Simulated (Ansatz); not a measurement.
Input file:

```yaml
crystal:
  periodic: [false, false, false]
  atoms:
    - { symbol: Si, position_ang: [0.466129, 1.485254, 0.579676] }
    - { symbol: "N", position_ang: [-0.758682, 0.172121, -0.539532] }
    - { symbol: B, position_ang: [-0.592942, -0.871686, 0.395069] }
    - { symbol: C, position_ang: [0.120261, -1.010556, -0.964409] }
    - { symbol: H, position_ang: [-0.254162, 1.457458, -0.818324] }
    - { symbol: H, position_ang: [-0.388701, 1.731913, 1.785762] }
    - { symbol: H, position_ang: [1.58145, 0.557831, 0.971385] }
    - { symbol: H, position_ang: [-0.971066, -1.193676, 1.475481] }
    - { symbol: H, position_ang: [-0.315724, -1.55946, -1.806684] }
    - { symbol: H, position_ang: [1.196637, -0.820499, -1.075625] }
magnetization:
  spin_polarized: true
basis:
  gaussian: { orbitals: cc-pVDZ }
hamiltonian:
  xc: b3lyp
  dispersion: d4
md:
  timestep: 0.5
  n_steps: 200
  ensemble: nve
  temperature: 300.0
  initial_velocities: maxwell_boltzmann
  seed: 2793
```

Run as:

```bash
$ ansatz run input.yaml --threads 2 --pin off --max-ram 3072MiB --backend cpu --events-out ev --progress --plain --runs-dir out
```

Hardware: 2 threads of Intel(R) Xeon(R) Platinum 8488C (Sapphire Rapids), on a shared host.

**Question.** Roughly how long does this run take, and how much memory?

**Answer.** 7.5 min, with a peak of 0.27 GiB, for 201 ionic steps.
